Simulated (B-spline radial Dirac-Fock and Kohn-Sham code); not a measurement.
# Auger decay of the 3d3/2 hole in Ru⁴⁺

System: Ru⁴⁺, [Kr] 4d4.

Model: one-electron (LDA, Dirac) transition rates at Dirac-Fock energies. Program: a radial B-spline solver. Kinetic energies are configuration averages from the vacuum level; the two-hole energies are estimated from single-hole states.

| transition | kinetic energy (eV) | width (meV) | share (%) |
| --- | --- | --- | --- |
| M4-N1N2 | 80.23 | 8.21 | 5.2 |
| M4-N1N3 | 83.98 | 9.22 | 5.8 |
| M4-N2N3 | 116.8 | 7.66 | 4.9 |
| M4-N3N3 | 120.1 | 3.65 | 2.3 |
| M4-N1N4 | 130.9 | 26.3 | 16.7 |
| M4-N1N5 | 131.4 | 4.75 | 3.0 |
| M4-N2N4 | 165.8 | 19.1 | 12.1 |
| M4-N3N4 | 168.8 | 43.2 | 27.3 |
| M4-N4N4 | 216.3 | 9.81 | 6.2 |
| M4-N4N5 | 216.8 | 20.5 | 13.0 |

The listed channels hold 97 % of the non-radiative rate. Summed by principal shells, of 0.158 eV in all: MNN 100.0 %.

Values without a named source are computed, but for edge energies of neutral atoms, which are taken from tables.
